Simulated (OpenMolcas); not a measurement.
A calculation on Cr+.

| Property | Result |
| --- | --- |
| Program | OpenMolcas |
| Method | MS-CASPT2, IPEA 0.25 Eh, imaginary shift 0.1 Eh (closed shells correlated: 3s 3p) |
| Basis | ANO-RCC-VTZP [6s5p3d2f1g] |
| Scalar Hamiltonian | DKH2, point nucleus |
| Active space | 5 electrons in 5 orbitals (3d) |
| State averaging | 2S+1 = 6 even, 1 root; 2S+1 = 4 even, 24 roots; 2S+1 = 2 even, 75 roots (53 in the spin-orbit step) |
| Spin-orbit coupling | RASSI with atomic mean-field integrals over the reference wave functions, term energies averaged over their components |

(1) Which level of the active space comes out lowest?

(2) How high does 3d5 4D 3/2 lie?

(3) How high does 3d5 4G 9/2 lie?

(4) How high does 3d5 4D 1/2 lie?

Measured values: NIST Handbook of Basic Atomic Spectroscopic Data.

Answers

(1) 3d5 6S 5/2, with 100 % of that term; it is also the measured ground level.

(2) 25510 cm-1 above the lowest level.

(3) 21210 cm-1 above the lowest level; measured 20519 cm-1 above the ground level, so the calculation is off by +3 %.

(4) 25500 cm-1 above the lowest level.

Term energies are means over components that CASPT2 splits; among the terms shown or strongly mixed into the levels shown the widest spread is 460 cm-1 (3d5 4G). Some high roots are left out of the spin-orbit mixing, which shifts the levels that they would mix with. Measured partners are found by configuration, term and J. A level has none where our copy of the source lacks it or the pairing is in doubt (some pairs that miss far off the trend of their configuration count as doubtful), and it then counts in no deviation. Only configurations of the active space appear.
